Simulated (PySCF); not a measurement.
Si(F)(I)(Me)2 (C2H6FISi), SMILES I[Si](C)(C)F.

The structure is a stationary point at B3LYP-D3(BJ)/def2-SVP. The def2 effective core potentials stand for the cores of I; spin–orbit coupling is left out.

Two levels are set side by side: PBE/def2-TZVP (PySCF) and B3LYP/def2-TZVP (PySCF). Same geometry, gas phase. Differences are taken from unrounded values.

| quantity | PBE |
|---|---|
| orbital gap (eV) | 5.52 |
| highest occupied level (eV) | -6.43 |
| lowest empty level (eV) | -0.91 |
| dipole moment (D) | 2.48 |
| mean polarisability (bohr³) | 82.8 |

Task: These are the PBE values. What does B3LYP give? (An estimate is asked for; the answer gives what the named calculation found.)

Result: 
```tsv
quantity	B3LYP	PBE minus B3LYP
orbital gap (eV)	7.05	-1.54
highest occupied level (eV)	-7.33	0.90
lowest empty level (eV)	-0.28	-0.63
dipole moment (D)	2.53	-0.05
mean polarisability (bohr³)	80.2	2.5
```

Without exact exchange PBE keeps part of each electron's self-repulsion, which lifts occupied levels and narrows the gap. Loosely held outer electrons make PBE densities more polarisable. Differences between two approximate levels are no errors against the true value.

Rough cost on one machine, each run with all the roots and properties that it gave: B3LYP against PBE within a factor of 2.
